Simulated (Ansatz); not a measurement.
Z-matrix (Å, degrees):
```
C
In 1 2.137
H 1 1.090 2 111.6
H 1 1.091 2 109.7 3 121.0
H 1 1.091 2 108.5 3 -120.3
C 2 2.135 1 139.0 3 -6.8
F 2 2.552 1 100.1 3 109.2
S 2 2.498 1 111.1 3 -177.6
H 6 1.090 2 111.6 1 9.7
H 6 1.091 2 108.6 1 130.1
H 6 1.091 2 109.6 1 -111.3
H 7 0.967 2 76.7 1 109.1
H 8 1.343 2 94.4 1 -1.5
```

The species carries charge 0 and has multiplicity 1. In: def2 effective core potential. The bonds changed during the relaxation, so this is another structure than the one it started from.

Question: List the ωB97M-V/def2-TZVPP orbital energies in eV (Ansatz). (Best estimate.)

Answer: Ansatz gave: Occupied: -2426.32, -677.57, -281.28, -281.23, -220.31, -163.41, -163.31, -163.27, -131.13, -87.57, -87.37, -87.23, -36.24, -24.24, -24.15, -23.95, -23.94, -23.85, -22.31, -21.62, -21.51, -18.02, -15.29, -14.64, -13.84, -13.78, -13.72, -13.60, -13.40, -12.68, -9.98, -9.79, -9.71. Lowest empty: 0.77, 1.28, 1.61, 1.75, 2.69, 2.86, 3.61, 4.30.
